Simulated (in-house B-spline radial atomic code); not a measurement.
A fraction x of an electron is removed from 1s in C V (C4+), starting from 1s2 and keeping the highest spin. Computed with a B-spline radial code for spherical atoms: scalar-relativistic (X2C) B3LYP, spin-polarised, spherical fractional occupations, Fermi nucleus of rms radius 2.4702 fm.

Caution: exact exchange at fractional occupations of open shells leaves self-interaction of up to several eV.

```csv
x,E(x) - E(0) (eV),1s down level (eV)
0,0.0000,-365.332
0.04,14.6599,-367.664
0.23,85.5574,-378.574
0.25,93.1401,-379.702
0.41,154.6049,-388.549
0.5,189.7914,-393.349
0.58,221.4254,-397.477
0.65,249.3715,-400.960
0.75,289.7057,-405.662
0.97,379.8757,-412.152
```
